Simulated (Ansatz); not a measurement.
System: C$_{3}$H$_{6}$O$_{2}$Si, net charge 0, singlet state. SMILES: O=CCC(=O)[SiH3]
Coordinates optimised at B3LYP-D3(BJ)/def2-TZVP (Ansatz, a first-principles code):
```
C
O 1 1.2111
C 1 1.5262 2 119.52
H 3 1.0931 1 110.08 2 7.91
H 3 1.0994 4 106.78 1 117.21
C 3 1.5059 4 110.74 5 115.79
O 6 1.2051 3 124.03 4 142.42
H 6 1.1079 7 120.57 3 -179.72
Si 1 1.9388 2 119.13 3 179.84
H 9 1.4755 1 108.69 2 -81.36
H 9 1.4786 10 111.40 1 123.12
H 9 1.4804 10 109.90 11 121.99
```

Parts of the frozen-core correlation energy in cc-pV(Q+d)Z (Ansatz, hartree). Frozen orbitals: 10; correlated occupied orbitals by spin: 17 and 17; virtual: 492 and 492. Spin-orbit coupling is left out. No relativistic terms.

```csv
term,value
reference (HF),-555.86057
MP2 opposite-spin,-0.87584
MP2 same-spin,-0.26286
CCSD correlation,-1.16483
(T),-0.05338
T1 diagnostic,0.016
largest doubles amplitude,0.030
```
